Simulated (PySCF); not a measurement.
# What a mistake does to a calculation on CGeH8Si2

Calculated results; nothing here was measured. The program is PySCF 2.14.0, an open-source quantum chemistry code, run on an isolated molecule that a program drew, which may never have been made. The molecule is CGeH8Si2 (charge 0, singlet), drawn as the SMILES string `[CH2]=[Ge]([SiH3])[SiH3]`.

Each row is a Hartree-Fock (HF) and frozen-core CCSD(T) single point in the cc-pV(D+d)Z basis, meant for a local HF minimum. Run 1 is clean. Each other run has one planted mistake out of seven kinds, and not every kind appears here: one electron removed, one electron added, multiplicity raised by two, geometry at a saddle point, minimal basis STO-3G, one bond length entered in bohr, all coordinates scaled. The reference is restricted for singlets and unrestricted otherwise, and also for a bond in bohr. Adding or removing an electron swaps singlet and doublet. Electrons count all cores. HOMO and LUMO are orbital energies over both spins, the gradient is its largest component, and the lowest frequency (negative if imaginary) is given only where the gradient is small. Bond lengths are over the 11 bonds as drawn. T1 is the CCSD diagnostic: over 0.02 (restricted) or 0.045 (unrestricted) a single reference is doubtful. Germanium has the cc-pVDZ-PP basis, with a core potential (ECP10MDF) in place of its 10 inner electrons, and its 3s, 3p and 3d shells are frozen in CCSD(T).

Geometry of the clean run:
```xyz
12
CGeH8Si2, angstrom
C     1.6302   -0.2909    0.6404
Ge    0.0784    0.3106    0.0226
Si   -0.5116    2.5940    0.4306
Si   -1.3376   -1.1954   -1.1840
H     1.9534   -1.3145    0.4880
H     2.3145    0.3421    1.1940
H    -1.7732    2.6679    1.2033
H    -0.7062    3.3107   -0.8511
H     0.5786    3.2368    1.1978
H    -0.6759   -2.5173   -1.2538
H    -1.5775   -0.6873   -2.5545
H    -2.6446   -1.3298   -0.5002
```

```
run  electrons  basis functions  <S^2>  HOMO (eV)  LUMO (eV)  gradient (hartree/bohr)  lowest frequency (cm^-1)  mean bond (Å)  longest bond (Å)      T1  HF (hartree)  CCSD(T) (hartree)                          mistake
  1         74              123  0.000      -8.17       1.78                  1.1e-05                        74         1.6014             2.393  0.0138    -913.72243         -914.25205                         no fault
  2         74              123  1.292      -7.96       1.20                  3.7e-02                         -         1.7212             2.799  0.0594    -913.62353         -914.12970  one bond length entered in bohr
  3         74              123  0.000      -7.88       1.54                  3.3e-02                         -         1.6831             2.516  0.0146    -913.69701         -914.23665                                ?
  4         75              123  0.775       0.12       7.67                  5.2e-02                         -         1.6014             2.393  0.0189    -913.69331         -914.22555                                ?
```

**Which mistake was planted in run 3, and what did it cost?**

The mean and the longest bond both change by the same factor, 1.051, and the gradient is no longer small. So the mistake is: all coordinates scaled. Subtracting run 1 and multiplying by 627.51 kcal/mol a hartree, the energy moved by 16.0 kcal/mol in HF and 9.7 kcal/mol in CCSD(T).

**Which mistake was planted in run 4, and what did it cost?**

It counts 75 electrons, one more than the clean run, at the same geometry and basis. So the mistake is: one electron added. Subtracting run 1 and multiplying by 627.51 kcal/mol a hartree, the energy moved by 18.3 kcal/mol in HF and 16.6 kcal/mol in CCSD(T).

Cautions from the logs. Run 2: T1 is over the limit, so its CCSD(T) energy is less reliable; run 4: the HOMO is above zero, so the electron isn't bound and the energy depends on the basis.
